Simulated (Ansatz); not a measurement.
Basis-set extrapolation for `O[Si](O)(O)N[Si](O)(O)O` (PBE0-D4/def2-TZVP geometry, frozen core, Ansatz 0.2.0). Multiplicity 1, RHF reference.

```tsv
	def2-TZVPP	def2-QZVPP
HF	-1086.266536	-1086.310788
MP2 correlation	-1.872807	-2.026796
CCSD(T) correlation	-1.962575	not run
```

Energies in hartree. Use E(X) = E(∞) + A·exp(−7.88·√X) for Hartree–Fock and E(X) = E(∞) + B·X^(−2.97) for correlation, with X = 3 and 4, and add CCSD(T) minus MP2 of the smaller set to the MP2 limit.

Problem. What is the CCSD(T) energy at the basis-set limit?

Solution. HF limit: -1086.310788 + (-0.044252) × 0.13774 = -1086.31688. MP2 limit: -2.026796 + (-0.153989) × 0.74074 = -2.14086. Higher-order term: -1.962575 − (-1.872807) = -0.08977. Total: -1088.54751 hartree, 8.66 eV below CCSD(T)/def2-TZVPP.
